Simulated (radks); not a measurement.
All-electron atom: Sm in [Xe] 4f6 6s2.

Calculated with a radial shooting solver on a logarithmic mesh with Libxc functionals: scalar-relativistic Kohn-Sham, r2SCAN, spin-unpolarised, spherical densities, finite nucleus; meta-GGA in the generalised Kohn-Sham scheme; Fermi nuclear charge, rms radius 5.0819 fm; hard spherical wall at 3 bohr.

Energy parts (Ry):
| part | energy |
|---|---|
| total | -20847.1634 |
| kinetic | 22321.6513 |
| electron-nucleus | -50888.9550 |
| Hartree | 8193.9800 |
| exchange-correlation | -473.8397 |

Orbitals (lengths in bohr, moments of r in powers of bohr; r(max) is where P^2 peaks):
| orbital | occ. | eigenvalue (Ry) | r(max) | <r^2> | <r^4> | <1/r> |
|---|---|---|---|---|---|---|
| 1s | 2 | -3433.826 | 0.01449 | 0.0007051 | 1.319e-06 | 68.81 |
| 2s | 2 | -561.1408 | 0.08211 | 0.01111 | 0.0002122 | 15.95 |
| 2p | 6 | -500.1157 | 0.06636 | 0.008922 | 0.0001576 | 14.95 |
| 3s | 2 | -122.1461 | 0.2334 | 0.07404 | 0.008290 | 5.845 |
| 3p | 6 | -102.9665 | 0.2288 | 0.07422 | 0.008694 | 5.502 |
| 3d | 10 | -77.00410 | 0.1880 | 0.06278 | 0.007048 | 5.213 |
| 4s | 2 | -23.18800 | 0.5397 | 0.3797 | 0.2099 | 2.438 |
| 4p | 6 | -16.86059 | 0.5632 | 0.4295 | 0.2769 | 2.244 |
| 4d | 10 | -7.95922 | 0.5883 | 0.5292 | 0.4624 | 1.963 |
| 5s | 2 | -1.89189 | 1.281 | 2.200 | 6.638 | 0.9250 |
| 5p | 6 | -0.36733 | 1.452 | 2.660 | 9.339 | 0.8170 |
| 4f | 6 | 1.43818 | 0.6207 | 1.188 | 2.938 | 1.353 |
| 5d | 0 | 1.77943 | 1.783 | 3.338 | 13.89 | 0.7080 |
| 6s | 2 | 3.53509 | 2.239 | 3.882 | 19.79 | 0.7699 |
| 6p | 0 | 4.86712 | 2.306 | 3.774 | 19.50 | 0.8010 |
| 7s | 0 | 11.85938 | 2.540 | 3.622 | 19.27 | 0.8959 |

The highest occupied level is 6s at 48.097 eV. The configuration is held as typed, so some empty levels lie below it. The electron density at the nucleus is 5.569e+05 e/bohr^3 (large components only). Summed over all electrons, <r^2> = 45.18 bohr^2, which gives a Langevin (diamagnetic) susceptibility term of -35.8 x 10^-6 cm^3/mol. The density falls to 0.001 e/bohr^3 at r = 2.91 bohr. The pressure on the wall is 1640 GPa.
